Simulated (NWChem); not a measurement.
System: C₂H₄F₂Si; SMILES C=C[SiH](F)F

Here is an NWChem input.

```
start job
memory heap 200 mb stack 900 mb global 1100 mb
geometry units angstroms noautoz
  Si    -0.039496     0.481457    -0.389720
  F      1.517339     0.478672     0.049051
  F     -0.801256     1.533703     0.572091
  C     -0.700101    -1.221747    -0.135803
  C      0.081501    -2.213321     0.309567
  H     -0.136485     1.008859    -1.769791
  H     -1.754073    -1.433993    -0.356403
  H      1.138828    -2.047371     0.542716
  H     -0.298455    -3.229406     0.463098
end
basis spherical
  * library def2-svp
end
dft
  xc slater vwn_5
  iterations 150
end
tddft
  cis
  nroots 6
  notriplet
end
task tddft energy
```

Geometry: optimised at PBE0/def2-SVP.

Vertical excitations in the gas phase.

Q: Predict the main results of this run. (LDA (Slater exchange, VWN5)/def2-SVP, TDA.) Quantities: lowest excitation, singlet (eV); oscillator strength of that lowest state; lowest state with f > 0.02, singlet (eV); oscillator strength of that bright state; orbital gap (eV).

A: 
```
Item                                      Result
----------------------------------------  ------
lowest excitation, singlet (eV)             5.96
oscillator strength of that lowest state   0.011
lowest state with f > 0.02, singlet (eV)    7.20
oscillator strength of that bright state   0.031
orbital gap (eV)                            5.41
```
